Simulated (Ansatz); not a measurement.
**Relaxing a trial structure of C2H12Si3**

The starting geometry of this gas-phase singlet was optimised with GFN2-xTB; its bonds are those of `C[SiH2]C([SiH3])[SiH3]`.

```xyz
17

C    -0.4979    0.6681   -0.4896
C     2.5006   -0.1818   -0.7333
Si    1.2057    1.1509   -1.1619
Si    2.1515   -1.8559   -1.5670
Si    2.7970   -0.3593    1.1378
H    -1.2423    1.4199   -0.7326
H    -0.8339   -0.2753   -0.9095
H    -0.4788    0.5612    0.5908
H     1.1266    1.3157   -2.6229
H     1.6117    2.4430   -0.5847
H     3.4439    0.1774   -1.1570
H     1.9848   -1.6732   -3.0130
H     0.9352   -2.4645   -1.0223
H     3.2738   -2.7733   -1.3439
H     3.1253    0.9460    1.7209
H     3.9177   -1.2723    1.3863
H     1.6049   -0.8908    1.8035
```

**Question.** Predict what it relaxes into with PBE-D3(BJ)/def2-SVP.

**Answer.** It keeps its bonds, and is `C[SiH2]C([SiH3])[SiH3]`.

The energy falls by 0.15 eV over 5 steps:

```tsv
step	E − E(last) (eV)
1	0.146
2	0.012
3	0.000
4	0.000
5	0.000
```

Final geometry (Å):

```csv
atom,x (Å),y (Å),z (Å)
C,-0.5042,0.6638,-0.4870
C,2.5111,-0.1758,-0.7391
Si,1.1977,1.1398,-1.1536
Si,2.1596,-1.8449,-1.5671
Si,2.8036,-0.3539,1.1257
H,-1.2503,1.4434,-0.7416
H,-0.8497,-0.2965,-0.9203
H,-0.4856,0.5537,0.6161
H,1.1323,1.3047,-2.6515
H,1.6280,2.4586,-0.5615
H,3.4687,0.1947,-1.1734
H,1.9645,-1.6720,-3.0506
H,0.9096,-2.4588,-0.9950
H,3.2985,-2.8037,-1.3400
H,3.1200,0.9824,1.7443
H,3.9480,-1.2939,1.3993
H,1.5740,-0.9057,1.7969
```

No frequencies were run, so the end isn't proven a minimum. Run with Ansatz 0.2.0, 16 s on 2 threads of Intel(R) Xeon(R) Platinum 8259CL CPU @ 2.50GHz (Skylake/Cascade Lake) (shared host).
